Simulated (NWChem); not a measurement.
Species: C2H4F2 cation, doublet; SMILES of the neutral closed-shell parent CC(F)F

```xyz
8

C      0.0009     1.5652    -0.1656
C     -0.0003    -0.2172     0.3615
F     -1.0867    -0.7064    -0.1359
F      1.0845    -0.7082    -0.1372
H     -0.0018     1.4120    -1.2462
H     -0.9269     1.9193     0.2838
H      0.9316     1.9166     0.2796
H      0.0005    -0.0409     1.4501
```
Atoms are numbered in this order, from 1.

Computed with NWChem. Spin-unrestricted. Geometry: optimised at B3LYP/6-31G* (spherical d), spin-unrestricted. This spin state was assumed; another may lie lower. No stability test was run on the SCF state. Atomic charges in e: unrestrained fits to the electrostatic potential beside Mulliken populations; buried atoms are poorly determined by the fit.

Task: Predict the results for B3LYP/def2-SVP. Quantities: ESP C1; Mulliken C1; ESP C2; Mulliken C2; ESP F3; Mulliken F3; ESP F4; Mulliken F4; relative RMS misfit of the potential (%).

Result: 
```
Quantity                                  Value
----------------------------------------  -----
ESP C1                                    -0.16
Mulliken C1                               -0.02
ESP C2                                     0.50
Mulliken C2                                0.37
ESP F3                                    -0.04
Mulliken F3                               -0.01
ESP F4                                    -0.04
Mulliken F4                               -0.01
relative RMS misfit of the potential (%)      2
```
